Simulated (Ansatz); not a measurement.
Cost and result for the atomization energy of CH₆NOSbSi, SMILES `C=[N][SbH][SiH2]O` (11 atoms, 10 bonds).

Cartesian coordinates in Å:
```
C 1.421 -1.125 1.129
N 1.602 -1.397 -0.085
Sb 0.049 -1.343 -1.449
Si -1.322 0.596 -0.427
O -0.283 1.776 0.080
H 2.265 -1.222 1.824
H 0.479 -0.784 1.585
H 0.870 -0.232 -2.453
H -2.154 0.114 0.715
H -2.270 1.094 -1.467
H -0.658 2.525 0.547
```

Total charge 0; spin multiplicity 1. Correlated methods include outer-core shells of Sb, which these sets cover unevenly. Sb: def2 effective core potential. The geometry is a stationary point of PBE0-D4/def2-TZVP. It is one conformer, not always the lowest. Program: Ansatz. All runs use 4 threads of an Arm Neoverse V2 on a shared host. Times are those of one run each, without the atoms' runs, and a repeat can differ threefold. Electronic energies, without spin–orbit coupling; frozen cores. CCSD(T)/CBS adds CCSD(T) − MP2 in def2-TZVPP to the MP2 limit, and its time is that of the two runs behind it. T1 = 0.015. With those shells the extrapolation isn't a true limit. B3LYP takes the VWN-RPA correlation (the form of Gaussian; ORCA's B3LYP/G).

CCSD(T)/CBS is a level of theory with its own doubt, some kJ/mol a heavy atom from the limit and from the frozen cores, so smaller differences don't rank the functionals.

| level | functions | wall time |
| --- | --- | --- |
| PBE-D4/def2-TZVPP (with forces) | 269 | 3.2 s |
| PBE0-D4/def2-TZVPP | 269 | 3.5 s |
| r2SCAN-D4/def2-TZVPP (with forces) | 269 | 4.8 s |
| B3LYP-D4/def2-TZVPP (with forces) | 269 | 5.5 s |
| B2PLYP/def2-TZVPP | 269 | 7.5 s |
| ωB97X-V/def2-TZVPP | 269 | 9 s |
| ωB97M-V/def2-TZVPP (with forces) | 269 | 14 s |
| MP2/def2-QZVPP | 503 | 27 s |
| CCSD(T)/def2-TZVPP | 269 | 5.8 min |
| CCSD(T)/CBS(def2) | – | 6.2 min |

Task: What atomization energy does each give, and how far from CCSD(T)/CBS? (Best estimate.)

Result: The calculation gave: 
```json
{"level": "PBE-D4/def2-TZVPP (with forces)", "atomization (kcal/mol)": "889.9", "difference from CCSD(T)/CBS": "16.5", "per bond": "1.7"}
{"level": "PBE0-D4/def2-TZVPP", "atomization (kcal/mol)": "864.9", "difference from CCSD(T)/CBS": "-8.5", "per bond": "-0.9"}
{"level": "r2SCAN-D4/def2-TZVPP (with forces)", "atomization (kcal/mol)": "867.5", "difference from CCSD(T)/CBS": "-5.9", "per bond": "-0.6"}
{"level": "B3LYP-D4/def2-TZVPP (with forces)", "atomization (kcal/mol)": "875.7", "difference from CCSD(T)/CBS": "2.3", "per bond": "0.2"}
{"level": "B2PLYP/def2-TZVPP", "atomization (kcal/mol)": "859.9", "difference from CCSD(T)/CBS": "-13.5", "per bond": "-1.4"}
{"level": "ωB97X-V/def2-TZVPP", "atomization (kcal/mol)": "877.8", "difference from CCSD(T)/CBS": "4.4", "per bond": "0.4"}
{"level": "ωB97M-V/def2-TZVPP (with forces)", "atomization (kcal/mol)": "871.2", "difference from CCSD(T)/CBS": "-2.2", "per bond": "-0.2"}
{"level": "MP2/def2-QZVPP", "atomization (kcal/mol)": "868.8", "difference from CCSD(T)/CBS": "-4.6", "per bond": "-0.5"}
{"level": "CCSD(T)/def2-TZVPP", "atomization (kcal/mol)": "842.1", "difference from CCSD(T)/CBS": "-31.3", "per bond": "-3.1"}
{"level": "CCSD(T)/CBS(def2)", "atomization (kcal/mol)": "873.4", "difference from CCSD(T)/CBS": "0.0", "per bond": "0.0"}
```

The D4 term adds +11.3 kcal/mol with B3LYP and +6.0 kcal/mol with PBE0; it sums over pairs of atoms, weighted by their polarisabilities, and B3LYP, whose exchange is more repulsive, gets the larger term. In def2-TZVPP, CCSD(T) changes the Hartree–Fock value by +264.7 kcal/mol (the triples alone add +17.3 kcal/mol) and MP2 by +272.6 kcal/mol; breaking electron pairs costs correlation energy, which Hartree–Fock lacks. From PBE to PBE0 (25 % exact exchange), in def2-TZVPP and without D4, the atomization energy moves by −24.1 kcal/mol: exact exchange takes away binding that semilocal exchange gives to molecules.
